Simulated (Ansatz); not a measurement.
A nudged elastic band was laid between two geometries of AlF$_{2}$HO (5 atoms, charge 0, multiplicity 1).

Method: Ansatz 0.2.0, RKS PBE-D4/def2-SVP.

* movable images: 7
* climbing image: yes
* spring: 5.0 eV/Å²
* optimiser: quadratic models (default)
* start path: through a guess of the saddle point
* force threshold: 0.05 eV/Å
* iteration limit: 60
* end points: relaxed

First end point:

```xyz
5
Properties=species:S:1:pos:R:3
O 0.011 1.251 0.010
Al 0.184 -0.437 0.093
F 1.511 -1.063 0.874
F -0.916 -1.494 -0.577
H -0.740 1.668 -0.442
```

Last end point:

```xyz
5
Properties=species:S:1:pos:R:3
O -0.529 1.087 -0.318
Al 0.037 -0.482 0.003
F 1.447 -0.782 0.839
F -0.855 -1.775 -0.541
H -0.049 1.877 -0.024
```

Task: What changes between the two ends?

Result: No bond is made or broken. The dihedral H5–O1–Al2–F4 goes from -1 to 180°. The two ends are copies of one structure, up to a mirror image or an exchange of like atoms.

Task: What energy profile does the band end with?

Result: The forces met the threshold. The highest image is number 4 of 0 to 8, 2.8 kcal/mol above the ends, which have the same energy within 2 meV. A vibrational analysis at the climbing image gives 2 clearly imaginary modes (389i, 159i cm⁻¹): a point of higher order. A lower path may pass nearby, or the ends, which weren't checked, may share the extra mode.

```json
{"image": "0", "path coordinate (Å)": "0.00", "energy (kcal/mol)": "0.0", "dihedral H5–O1–Al2–F4 (°)": "-1"}
{"image": "1", "path coordinate (Å)": "0.18", "energy (kcal/mol)": "0.3", "dihedral H5–O1–Al2–F4 (°)": "14"}
{"image": "2", "path coordinate (Å)": "0.36", "energy (kcal/mol)": "1.3", "dihedral H5–O1–Al2–F4 (°)": "31"}
{"image": "3", "path coordinate (Å)": "0.54", "energy (kcal/mol)": "2.3", "dihedral H5–O1–Al2–F4 (°)": "55"}
{"image": "4", "path coordinate (Å)": "0.71", "energy (kcal/mol)": "2.8", "dihedral H5–O1–Al2–F4 (°)": "94"}
{"image": "5", "path coordinate (Å)": "0.88", "energy (kcal/mol)": "2.3", "dihedral H5–O1–Al2–F4 (°)": "136"}
{"image": "6", "path coordinate (Å)": "1.06", "energy (kcal/mol)": "1.3", "dihedral H5–O1–Al2–F4 (°)": "157"}
{"image": "7", "path coordinate (Å)": "1.23", "energy (kcal/mol)": "0.4", "dihedral H5–O1–Al2–F4 (°)": "170"}
{"image": "8", "path coordinate (Å)": "1.40", "energy (kcal/mol)": "0.0", "dihedral H5–O1–Al2–F4 (°)": "180"}
```

Task: What is the geometry of the highest image?

Result: 
```xyz
5
Properties=species:S:1:pos:R:3
O -0.172 1.108 -0.284
Al 0.129 -0.493 0.041
F 1.455 -0.971 0.928
F -0.831 -1.703 -0.581
H -0.532 1.985 -0.146
```

Time of the run: 2.6 min on 1 thread of Intel(R) Xeon(R) Processor @ 2.70GHz (shared host), peak memory 0.12 GiB.
